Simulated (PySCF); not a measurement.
SMILES COC[CH2][GeH3] (C₃H₁₀GeO), GFN2-xTB optimised geometry.

```
15

C      2.44     0.45     0.82
O      1.05     0.26     0.72
C      0.67    -0.89     0.00
C     -0.85    -0.89     0.00
Ge    -1.43     1.00     0.00
H      2.90     0.53    -0.17
H      2.90    -0.39     1.36
H      2.59     1.37     1.37
H      1.09    -1.79     0.47
H      1.05    -0.83    -1.03
H     -1.23    -1.37     0.90
H     -1.24    -1.43    -0.86
H     -1.25     1.68     1.31
H     -2.90     1.06    -0.31
H     -0.74     1.79    -1.07
```

Density from PBE0/def2-TZVP in PySCF at that geometry.

Minimum of the electron density along straight lines between bonded atoms, close to the bond critical point (lines longer than 1.1 times the sum of covalent radii, or with two minima, are not listed):

```json
[
 {"bond": "C1–O2", "length / Å": "1.402", "ρ at the minimum / e bohr⁻³": "0.268", "∇²ρ there / e bohr⁻⁵": "-0.57", "position (fraction from the first atom)": "0.35"},
 {"bond": "O2–C3", "length / Å": "1.411", "ρ at the minimum / e bohr⁻³": "0.263", "∇²ρ there / e bohr⁻⁵": "-0.57", "position (fraction from the first atom)": "0.65"},
 {"bond": "C3–C4", "length / Å": "1.516", "ρ at the minimum / e bohr⁻³": "0.254", "∇²ρ there / e bohr⁻⁵": "-0.65", "position (fraction from the first atom)": "0.51"},
 {"bond": "C4–Ge5", "length / Å": "1.978", "ρ at the minimum / e bohr⁻³": "0.123", "∇²ρ there / e bohr⁻⁵": "0.08", "position (fraction from the first atom)": "0.53"},
 {"bond": "C1–H6", "length / Å": "1.097", "ρ at the minimum / e bohr⁻³": "0.280", "∇²ρ there / e bohr⁻⁵": "-0.97", "position (fraction from the first atom)": "0.64"},
 {"bond": "C1–H7", "length / Å": "1.097", "ρ at the minimum / e bohr⁻³": "0.280", "∇²ρ there / e bohr⁻⁵": "-0.97", "position (fraction from the first atom)": "0.64"},
 {"bond": "C1–H8", "length / Å": "1.088", "ρ at the minimum / e bohr⁻³": "0.287", "∇²ρ there / e bohr⁻⁵": "-1.03", "position (fraction from the first atom)": "0.65"},
 {"bond": "C3–H9", "length / Å": "1.101", "ρ at the minimum / e bohr⁻³": "0.280", "∇²ρ there / e bohr⁻⁵": "-0.97", "position (fraction from the first atom)": "0.64"},
 {"bond": "C3–H10", "length / Å": "1.100", "ρ at the minimum / e bohr⁻³": "0.280", "∇²ρ there / e bohr⁻⁵": "-0.98", "position (fraction from the first atom)": "0.64"},
 {"bond": "C4–H11", "length / Å": "1.089", "ρ at the minimum / e bohr⁻³": "0.277", "∇²ρ there / e bohr⁻⁵": "-0.94", "position (fraction from the first atom)": "0.64"},
 {"bond": "C4–H12", "length / Å": "1.089", "ρ at the minimum / e bohr⁻³": "0.277", "∇²ρ there / e bohr⁻⁵": "-0.94", "position (fraction from the first atom)": "0.64"},
 {"bond": "Ge5–H13", "length / Å": "1.487", "ρ at the minimum / e bohr⁻³": "0.145", "∇²ρ there / e bohr⁻⁵": "0.10", "position (fraction from the first atom)": "0.60"},
 {"bond": "Ge5–H14", "length / Å": "1.505", "ρ at the minimum / e bohr⁻³": "0.139", "∇²ρ there / e bohr⁻⁵": "0.10", "position (fraction from the first atom)": "0.59"},
 {"bond": "Ge5–H15", "length / Å": "1.493", "ρ at the minimum / e bohr⁻³": "0.143", "∇²ρ there / e bohr⁻⁵": "0.10", "position (fraction from the first atom)": "0.60"}
]
```
